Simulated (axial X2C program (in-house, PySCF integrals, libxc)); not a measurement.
# Correcting the dissociation energy of PI for spin–orbit coupling

A spin-free PBE0 curve (one-electron X2C) was computed with an in-house all-electron X2C program for linear molecules (integrals from PySCF), basis I dyall-cv3z [11s12p8d4f1g], P dyall-v3z [8s7p2d1f] (cores contracted in-house), for the state M_S = 1, Λ = 0 (beyond evenly filled blocks: π+α, π-α). It gives D0 = 2.543 eV to I + P, which in a spin-free picture are the weighted means of the ground terms.

Measured levels of the ground terms (NIST Handbook of Basic Atomic Spectroscopic Data), in cm⁻¹: I 2P: J = 3/2 at 0, J = 1/2 at 7603.1; P 4S: J = 3/2 at 0.

The molecular state has Λ = 0, so it has no first-order lowering.

Task: How far does each ground level lie under the (2J+1)-weighted mean of its term?

Result: I: (4 × 0 + 2 × 7603.1)/6 = 2534 cm⁻¹; P: a single level, 0.

Task: Correct D0.

Result: D0 = 2.543 + (0 − 2534)/8065.5 = 2.229 eV at PBE0 with these spin–orbit terms. The direct two-component run, taken to the lowest atomic determinants of a wider search where it found them, gives 2.293 eV; the difference holds second-order terms in the molecule, scalar two-electron terms, the gap between measured and computed atomic splittings (a 2c atom can miss part of its lowering) and, in coupled cluster, the truncation of each run.

Second-order spin–orbit effects in the molecule, which grow quickly with Z, are left out. The state is one determinant whose occupation by symmetry is held fixed; it was picked as the lowest of a PBE0 search that is not exhaustive. Dissociation energies refer to the lowest single-determinant-based atoms at the same level and basis. Other states lie close and PBE0, whose exact exchange favours high spin, may order them wrongly; the determinant shown need not be the ground state. The nearest other spin-free determinant of the search, M_S = 0, Λ = 2, lies 0.89 eV up at the distance of the search.
